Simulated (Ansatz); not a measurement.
`[NH2][SnH2][OH]` and `[OH][SnH2][AlH2]` differ in one atom or group.

Ansatz, PBE0-D4/def2-TZVP geometries, multiplicity 1. Each molecule was computed in one conformer, which needn't be the lowest.

Elements past krypton have def2 core potentials.

```tsv
property	`[NH2][SnH2][OH]`
HOMO–LUMO gap (ωB97M-V/def2-TZVPP) / eV	10.96
size of the dipole moment (B3LYP/def2-TZVPP) / D	2.66
size of the dipole moment (PBE/def2-TZVPP) / D	2.47
HOMO energy (ωB97M-V/def2-TZVPP) / eV	-9.72
LUMO energy (B3LYP/def2-TZVPP) / eV	-0.40
ideal-gas entropy at 298 K and 1 bar (rigid rotor, harmonic PBE0-D4/def2-TZVP) / J/(mol·K)	334
```

(1) Give the same properties after the change, and the shifts. (An estimate is asked.)

Results:

(1) Computed: 
```tsv
property	`[OH][SnH2][AlH2]`	shift
HOMO–LUMO gap (ωB97M-V/def2-TZVPP) / eV	8.47	-2.49
size of the dipole moment (B3LYP/def2-TZVPP) / D	2.30	-0.36
size of the dipole moment (PBE/def2-TZVPP) / D	2.07	-0.40
HOMO energy (ωB97M-V/def2-TZVPP) / eV	-9.24	0.48
LUMO energy (B3LYP/def2-TZVPP) / eV	-2.58	-2.18
ideal-gas entropy at 298 K and 1 bar (rigid rotor, harmonic PBE0-D4/def2-TZVP) / J/(mol·K)	358	24
```

With PBE0 the HOMO rises by 0.13 eV and the LUMO falls by 2.27 eV, so the gap narrows by about 2.40 eV. PBE moves the HOMO by -0.08 eV and ωB97M-V by 0.48 eV. Dipoles are sizes alone; their direction can turn. Modes under 60 cm⁻¹, often nearly free rotors, make the harmonic entropy too high.

B3LYP here is the variant with VWN-RPA as its local correlation; programs differ in this.
